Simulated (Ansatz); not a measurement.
Consider the redistribution: `[CH3][AlH][SiH2]S` + `OCO[SiH2]F` → `OCO[SiH2]S` + `[CH3][AlH][SiH2]F`.

Calculated with Ansatz (gas phase, PBE0-D4/def2-TZVP geometries, no zero-point term in ΔE). CBS: MP2 limit from def2 TZ/QZ plus the TZ coupled-cluster correction, frozen cores. Functionals use def2-TZVPP. B3LYP here is the variant with VWN-RPA as its local correlation; programs differ in this. Each species was taken in one conformer, which may not be the lowest.

| level | ΔE (kcal/mol) | difference from CCSD(T)/CBS |
| --- | --- | --- |
| PBE-D4 | 4.3 | -0.9 |
| PBE0-D4 | 4.9 | -0.3 |
| B3LYP-D4 | 4.5 | -0.7 |
| r2SCAN | 5.0 | -0.2 |
| PBE0 | 5.2 | 0.0 |
| MP2/def2-TZVPP | 5.3 | 0.1 |
| SCS-MP2/def2-TZVPP | 5.3 | 0.1 |
| MP2/def2-QZVPP | 5.3 | 0.1 |
| HF/CBS(def2) | 6.2 | 1.0 |
| CCSD/CBS(def2) | 5.3 | 0.1 |
| CCSD(T)/CBS | 5.2 | 0 |

Largest T1 diagnostic among the species: 0.012.

In def2-TZVPP, CCSD(T) changes the Hartree–Fock value by −0.8 kcal/mol (the triples alone add −0.1 kcal/mol) and MP2 by −0.8 kcal/mol.
